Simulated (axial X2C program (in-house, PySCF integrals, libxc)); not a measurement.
**BrSiBr⁻: properties at the nuclei**

Computed with an axial X2C code built on PySCF integrals: two-component X2C with atomic mean-field Coulomb and Gaunt terms, Gaussian nuclei, basis Br dyall-av3z, Si dyall-v3z with contracted cores.

Br–Si–Br held linear, with bonds 2.588 and 2.588 Å (near the PBE0 minimum at charge -1 of the determinant lowest at the starting distance; the state shown can have its own minimum elsewhere, held linear; other orders of the atoms were not compared).

Determinant lowest in the PBE0 search, Ω = 1/2 (⟨Sz⟩ = -0.50, ⟨Lz⟩ = 1.00 at PBE0), spin on the atoms Br 0.01, Si -0.52, Br 0.01:

```tsv
level	A∥/gI Br (MHz)	qzz Br (a.u.)	A∥/gI Si (MHz)	qzz Si (a.u.)
PBE0	262	0.99	639	0.13
HF	213	0.80	715	0.31
TPSSh	280	0.88	593	0.17
```

Determinant 0.07 eV from it at PBE0 and this distance, Ω = 3/2 (⟨Sz⟩ = 0.50, ⟨Lz⟩ = 1.00 at PBE0), spin on the atoms Br 0.00, Si 0.51, Br 0.00:

```
level  A∥/gI Br (MHz)  qzz Br (a.u.)  A∥/gI Si (MHz)  qzz Si (a.u.)
 PBE0              50           1.01            63.9           0.10
   HF            26.7           0.82              64           0.30
TPSSh            56.5           0.91            70.8           0.14
```

A∥ (defined per Ω) follows by multiplying with gI = μI/(I μN); qzz is the electric field gradient, eQq0 = 234.96 MHz × Q/barn × qzz. The operators were transformed with the bare-nucleus X2C matrices; with these basis sets, hyperfine constants and field gradients can be off by tens of per cent, and where levels differ in sign neither size nor sign is settled.

With gI(79Br) = 1.4043, Q(79Br) = 0.3087 barn, gI(29Si) = -1.1106 (g factors from the IAEA table of nuclear moments by Stone; Q from Pyykkö, Mol. Phys. 2018), turn the PBE0 values of the first state into constants in MHz.

A∥(79Br) = 262 × 1.4043 = 368 MHz; eQq0(79Br) = 234.96 × (0.3087) × (0.99) = 71.8 MHz; A∥(29Si) = 639 × -1.1106 = -710 MHz.

The molecule was held linear; bending was not examined, so a bent shape may lie lower.

Each state is one determinant with collinear spin. Unrestricted Hartree–Fock can overshoot spin polarisation at the nuclei. For an anion, determinants above electron detachment, or with a positive highest level, are held by the basis set. The search compared states at one distance, so a state with another bond length can lie lower. Where a field gradient or hyperfine factor spreads by more than a factor of two over the levels, a constant derived from it is not to be relied on. PBE0 term energies can be off by some tenths of an eV.
